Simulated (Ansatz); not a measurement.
Reaction (formal loss of a carbene): `[OH][AlH][CH2]F` → `[CH]F` + `[OH][AlH2]`

Gas-phase electronic energies from Ansatz, PBE0-D4/def2-TZVP geometries. CCSD(T)/CBS adds triple-zeta CCSD(T) − MP2 to the extrapolated MP2 energy (def2 sets, frozen cores). This one scheme is used for every species. DFT in def2-TZVPP. One conformer a species, not always the lowest.

```json
{"level": "ωB97X-V", "ΔE (kcal/mol)": "91.3"}
{"level": "r2SCANh", "ΔE (kcal/mol)": "95.7"}
{"level": "MP2/def2-TZVPP", "ΔE (kcal/mol)": "94.8"}
{"level": "CCSD(T)/def2-TZVPP", "ΔE (kcal/mol)": "88.3"}
```

**Question.** What does CCSD(T)/CBS give? (Best estimate.)

**Answer.** Computed: +90.4 kcal/mol. The listed levels differ from it by 0.9, 5.3, 4.4, -2.1 kcal/mol.

Largest T1 diagnostic among the species: 0.018.

At CCSD(T), def2-SVP lies −3.9 kcal/mol from the extrapolated value and def2-TZVPP −2.0 kcal/mol. From PBE to PBE0 (25 % exact exchange), in def2-TZVPP and without D4, ΔE moves by +1.5 kcal/mol. The D4 term adds +1.8 kcal/mol with B3LYP and +1.0 kcal/mol with PBE0; it sums over pairs of atoms, weighted by their polarisabilities, and B3LYP, whose exchange is more repulsive, gets the larger term.

B3LYP here is the variant with VWN-RPA as its local correlation; programs differ in this.
